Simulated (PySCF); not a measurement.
A geometry optimisation, as run on TcOMe4, `[CH3][Tc]([CH3])([CH3])([CH3])=[O]` [radical].

Computed with PBE0-D3(BJ)/def2-SVP geometry optimisation, gas phase, def2 core potentials past Kr (PySCF 2.14.0).

Input of the driver that calls PySCF (job settings, then Cartesian coordinates in Å, the GFN2-xTB start):

```
{"job": {"xc": "PBE0", "basis": "def2-SVP", "d3": "d3bj", "grid": 1, "maxiter": 40, "kind": "geom"}, "charge": 0, "multiplicity": 2}
Tc    -0.0569     0.0595     0.7157
O      0.0717    -0.0690     2.3608
C      1.9619    -0.0181    -0.0785
H      2.5645     0.7608     0.3859
H      1.9564     0.1642    -1.1554
H      2.4712    -0.9638     0.0925
C      0.0775     2.0374    -0.0893
H     -0.1527     2.0168    -1.1601
H      1.0264     2.5589     0.0244
H     -0.6801     2.6537     0.4013
C     -2.0433    -0.0627    -0.0726
H     -2.5913     0.8423     0.2022
H     -2.6352    -0.9050     0.2841
H     -2.0266    -0.1229    -1.1655
C      0.0057    -1.9618    -0.0748
H     -0.9095    -2.5070     0.1468
H      0.8296    -2.5377     0.3415
H      0.1307    -1.9458    -1.1591
```

The driver printed:

```
step   0  E = -315.17829003  max force = 0.017232
step   1  E = -315.18496338  max force = 0.019100
step   2  E = -315.18718237  max force = 0.008084
step   3  E = -315.18779541  max force = 0.004743
step   4  E = -315.18812313  max force = 0.001179
step   5  E = -315.18815684  max force = 0.000637
step   6  E = -315.18818127  max force = 0.000360
step   7  E = -315.18819793  max force = 0.000548
step   8  E = -315.18822619  max force = 0.000751
step   9  E = -315.18824308  max force = 0.000549
step  10  E = -315.18825101  max force = 0.000192
optimisation converged
```

Energies are in Eh and forces in Eh/bohr. The run used 161 basis functions and 95 SCF iterations in all.

Time: 5.4 min wall. Hardware: x86-64 server, one thread, no GPU, on a shared host.

**Question.** How much energy does the optimisation gain, and how much of it in the first step?

**Answer.** 6.3 kcal/mol (271 meV) from step 0 to step 10; the first step changes the energy by -4.2 kcal/mol. The largest force component goes from 0.0172 to 0.00019 Eh/bohr.

Final geometry (Å):

```xyz
18
angstrom
Tc     0.0074   -0.0031    0.7407
O      0.0211   -0.0087    2.3886
C      1.9364   -0.0254   -0.1005
H      2.5159    0.7946    0.3504
H      1.8908    0.1293   -1.1891
H      2.4376   -0.9817    0.1073
C      0.0252    1.9316   -0.0859
H     -0.1266    1.8855   -1.1750
H      0.9803    2.4344    0.1238
H     -0.7974    2.5093    0.3621
C     -1.9364    0.0256   -0.0651
H     -2.4351    0.9784    0.1635
H     -2.5083   -0.8022    0.3806
H     -1.9058   -0.1122   -1.1566
C     -0.0287   -1.9317   -0.1002
H     -0.9767   -2.4385    0.1305
H      0.8076   -2.5119    0.3177
H      0.0925   -1.8734   -1.1928
```

No PBE0-D3(BJ)/def2-SVP frequencies stand behind this structure, so it isn't proved a minimum. After the best overlay, start and end differ by 0.12 Å (root mean square over atoms).

For an open-shell metal species like this, the optimisation's SCF solution wasn't tested for stability and no frequencies at its level were run, so a lower state or another shape may exist.
